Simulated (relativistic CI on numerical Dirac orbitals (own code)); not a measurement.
## Radial parameters of Ga XX

Method of calculation: Dirac-Coulomb-Breit CI, orbitals from a KLI potential per configuration, a model potential for QED, unscaled Slater integrals (own radial code, finite nucleus).

Slater integrals F^k, G^k are unscaled and averaged over j, outside the closed core [Ne]; ζ comes from projecting the Hamiltonian with its Breit term on Σ l·s of the shell.

- 3s 3p: G^1(3s,3p) = 240370, ζ(3p) = 32504 cm⁻¹; <r>(3s) = 0.5404, <r^2>(3s) = 0.3317, <r>(3p) = 0.5289, <r^2>(3p) = 0.3219 (bohr units).
- 3p2: F^2(3p,3p) = 188210, ζ(3p) = 32475 cm⁻¹; <r>(3p) = 0.5298, <r^2>(3p) = 0.3231 (bohr units).
- 3s 3d: G^2(3s,3d) = 155190, ζ(3d) = 3180.6 cm⁻¹; <r>(3s) = 0.541, <r^2>(3s) = 0.3324, <r>(3d) = 0.478, <r^2>(3d) = 0.2641 (bohr units).

Averages of the first 10 configurations, taken without configuration mixing, which lowers the lowest level and can move excited configurations by several eV; other configurations of the list can lie among them:

```tsv
Configuration	Parity	States	Average energy above the lowest level (eV)
3s2	even	1	2.8
3s 3p	odd	12	47.7
3p2	even	15	100.9
3s 3d	even	20	116.5
3d2	even	45	234.2
3p 3d	odd	60	166.1
3p 4s	odd	12	412.2
3d 4s	even	20	476.8
3s 4s	even	4	361.9
3s 4p	odd	12	382.6
```
